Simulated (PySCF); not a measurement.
A species of formula C3H6BF3 has this rotational fingerprint, computed with PBE0-D3(BJ)/def2-SVP geometry optimisation, gas phase in PySCF 2.14.0:

* Rotational constants: A = 5077, B = 1398, C = 1379 MHz
* Dipole components: |μa| = 2.55 D, |μb| = 1.25 D, |μc| = 0.14 D
* Inertial defect: -94.59 u·Å²
* κ: -0.99

Task: Which candidate fits, each taken in the one conformer that was computed?
A. BMe2(CF3), `CB(C)C(F)(F)F`
B. `[CH3:1][BH:2][CH2:3][C:4]([F:5])([F:6])[F:7]` with C1–B2–C3–C4 -175°

Result: B. It is CBCC(F)(F)F. The candidates at the same level (rigid rotor, commonest isotopes):

```csv
SMILES,A (MHz),B (MHz),C (MHz),μa (D),μb (D),μc (D),Δ (u·Å²),point group,rotor
CB(C)C(F)(F)F,3237,2196,1739,2.54,0.24,0.02,-95.70,near Cs,asymmetric top
CBCC(F)(F)F,5077,1398,1379,2.55,1.25,0.14,-94.59,near Cs,–
```

`CB(C)C(F)(F)F` has B 57 % too high. No structure here is proved a minimum.
